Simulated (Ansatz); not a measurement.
Isolated molecules relaxed with PBE0-D4/def2-TZVP in Ansatz; ΔE leaves out vibrations. CCSD(T)/CBS adds triple-zeta CCSD(T) − MP2 to the extrapolated MP2 energy (def2 sets, frozen cores). This one scheme is used for every species, atoms too. For atomizations the MP2-based limit and the directly extrapolated one differ by several kJ/mol either way, and by 10 to 25 for some Ge, Se and Sn compounds, so smaller differences from it don't rank the levels. Functionals use def2-TZVPP. HSE06 is defined as in plane-wave codes. No spin–orbit coupling; open shells (•) take unrestricted orbitals. Spin–orbit coupling would lower the free atoms: a little for B, S. Bonds to Zn are less sure, by a few kJ/mol each and by 10 to 20 or more in all where they break to atoms, as the def2 sets lack core-valence functions. Scalar relativity is left out up to krypton.

Reaction (atomization): `B[S][ZnH]` → B• + 3 H• + S• + Zn (atom)

```tsv
level	ΔE (kcal/mol)	difference from CCSD(T)/CBS
LDA (SPW92)	444.6	55.1
PBE-D4	395.2	5.7
r2SCAN-D4	400.1	10.6
r2SCANh-D4	398.1	8.6
r2SCAN0-D4	395.4	5.9
HSE06-D4	393.5	4.0
ωB97X-V	396.7	7.2
ωB97M-V	395.4	5.9
B2PLYP	385.7	-3.8
r2SCAN	399.5	10.0
r2SCAN0	394.6	5.1
HSE06	391.3	1.8
CAM-B3LYP	389.3	-0.2
LC-ωPBE	394.9	5.4
MP2/def2-TZVPP	387.3	-2.2
HF/def2-QZVPP	298.6	-90.9
CCSD(T)/CBS	389.5	0
```

(1) What do rigid-rotor, harmonic-oscillator terms from PBE0-D4/def2-TZVP frequencies (298.15 K, 1 bar) make of the CCSD(T)/CBS value? (Best estimate.)

Largest T1 diagnostic among the species: 0.017.

## Answers

(1) Computed: ΔZPE = -18.1 kcal/mol, ΔH = +376.6 kcal/mol, ΔS = 523 J/(mol·K), ΔG = +339.3 kcal/mol. Open shells count their whole term as degenerate.

In def2-TZVPP, CCSD(T) changes the Hartree–Fock value by +82.6 kcal/mol (the triples alone add +5.9 kcal/mol) and MP2 by +89.6 kcal/mol; breaking electron pairs costs correlation energy, which Hartree–Fock lacks. Leaving LDA and LC-ωPBE aside and taking each functional with its dispersion term where it has one, the values, not all of them listed here, spread over 16.7 kcal/mol, from BHLYP-D4 to r2SCAN-D4. LDA lies +52.2 kcal/mol from PBE without D4, its usual overbinding. From BLYP to BHLYP (50 % exact exchange), in def2-TZVPP and without D4, ΔE moves by +2.0 kcal/mol.
